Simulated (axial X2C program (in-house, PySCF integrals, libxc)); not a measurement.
CsAu: bond constants with and without spin–orbit coupling

All values were computed with an axial X2C code built on PySCF integrals. Spin-free means the one-electron spin-free X2C Hamiltonian; two-component (2c) means X2C with spin–orbit coupling and atomic mean-field two-electron Coulomb and Gaunt terms, so the difference of the two also holds small scalar two-electron terms. Basis: Au dyall-v2z [11s12p9d5f], Cs dyall-v2z [12s13p7d] (cores contracted in-house); Gaussian nuclei, density fitting, unrestricted open shells. Masses: Au 196.967 u, Cs 132.905 u.

The run was started with this input:
```json
{"zs": [79, 55], "q": 0, "bas": ["dyall-v2z", "dyall-v2z"], "levels": ["PBE0", "HF", "r2SCAN", "BP86"], "cc": false, "r0": 3.56, "npts": 10, "nst": 2, "ntry": 6}
```
```bash
python so2c.py task.json out
```

Keys: zs atomic numbers; q charge; bas basis sets; levels methods; cc coupled cluster on or off; r0 starting distance in Å; npts points on the curve; nst determinants followed; ntry starts of the search. HF also brings MP2.

State, spin-free: M_S = 0, Λ = 0 (closed shell); electrons by block: σα: 25, σβ: 25, π+α: 14, π+β: 14, π-α: 14, π-β: 14, δ+α: 6, δ+β: 6, δ-α: 6, δ-β: 6, φ+α: 1, φ+β: 1, φ-α: 1, φ-β: 1. Fragments: Au + Cs.

State, 2c: Ω = 0 (closed shell); electrons by block: 1/2: 39, -1/2: 39, 3/2: 20, -3/2: 20, 5/2: 7, -5/2: 7, 7/2: 1, -7/2: 1. Fragments: Au + Cs.

```csv
Hamiltonian,level,Re (Å),ωe (cm⁻¹),Be (cm⁻¹),De (eV),D0 (eV),μ (D)
spin-free,PBE0,3.080,99.8,0.0224,2.53,2.53,9.40
spin-free,HF,3.354,80.6,0.01888,1.07,1.06,10.86
spin-free,MP2,3.081,104.7,0.02238,2.73,2.73,n/a
spin-free,r2SCAN,3.042,104.8,0.02296,2.89,2.88,9.46
spin-free,BP86,3.048,104.3,0.02287,2.86,2.86,9.09
2c,PBE0,3.075,100.4,0.02247,2.56,2.55,9.35
2c,HF,3.348,81.1,0.01895,1.09,1.08,10.84
2c,MP2,3.078,105.1,0.02243,2.76,2.75,n/a
2c,r2SCAN,3.037,105.3,0.02302,2.91,2.91,9.40
2c,BP86,3.044,104.8,0.02293,2.89,2.88,9.02
```

Correlated methods: 20 electrons correlated (number of frozen shells: Au 5 s, 4 p, 2 d, 1 f; Cs 4 s, 3 p, 2 d), 188 virtual spin orbitals or spinors in MP2.

Dipoles are positive if Cs is the positive end.

One determinant describes the state; a PBE0 search over occupations chose it and may have missed a lower one. The closed shell is kept restricted, so the energy runs too high when the bond is stretched far. Dissociation energies refer to the lowest single-determinant-based atoms at the same level and basis.

Rough cost a point (2c) on 1 thread(s) of a shared host, integrals apart: PBE0 1.3 s, HF 1.3 s, r2SCAN 1.1 s, BP86 0.5 s.

The whole task took 3.5 min on 1 thread of Arm Neoverse N1, with other jobs on the host.
